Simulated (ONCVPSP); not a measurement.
Reading a pseudo-wave (magnesium (Mg))

Columns: radius, all-electron u(r) and pseudo u(r) of the 2p shell (level -46.75 eV) of magnesium in the configuration [He] 2s2 2p6 3s2; PW91, scalar-relativistic, ONCV scheme, ONCVPSP 4.0.1.

```
r (bohr)  all-electron  pseudo
   0.065        0.1549  0.0499
   0.130        0.4328  0.1898
   0.195        0.6960  0.3951
   0.260        0.9001  0.6309
   0.325        1.0383  0.8599
   0.390        1.1178  1.0502
   0.455        1.1497  1.1810
   0.520        1.1457  1.2444
   0.585        1.1161  1.2447
   0.650        1.0694  1.1959
   0.715        1.0118  1.1156
   0.780        0.9481  1.0211
   0.845        0.8816  0.9255
   0.910        0.8146  0.8370
   0.975        0.7490  0.7582
   1.040        0.6858  0.6886
   1.105        0.6257  0.6262
   1.170        0.5691  0.5691
   1.235        0.5164  0.5164
   1.300        0.4676  0.4675
   1.365        0.4226  0.4225
   1.430        0.3813  0.3812
   1.495        0.3435  0.3435
   1.560        0.3091  0.3091
   1.625        0.2779  0.2779
   1.690        0.2496  0.2495
```

(1) How many radial nodes do the two functions have?

(2) At about which radius was the pseudo-wave matched?

(3) Is the pseudo-wave norm-conserving?

Results:

(1) The all-electron 2p function has n − l − 1 = 0; the pseudo-wave has 0.

(2) 1.30 bohr. The columns agree to 0.0005 from 1.10 bohr on; several derivatives are matched, so the curves merge somewhat inside the radius.

(3) Yes: the ONCV scheme keeps the norm inside the radius equal to the all-electron one, which fixes the energy derivative of the logarithmic derivative at the level.
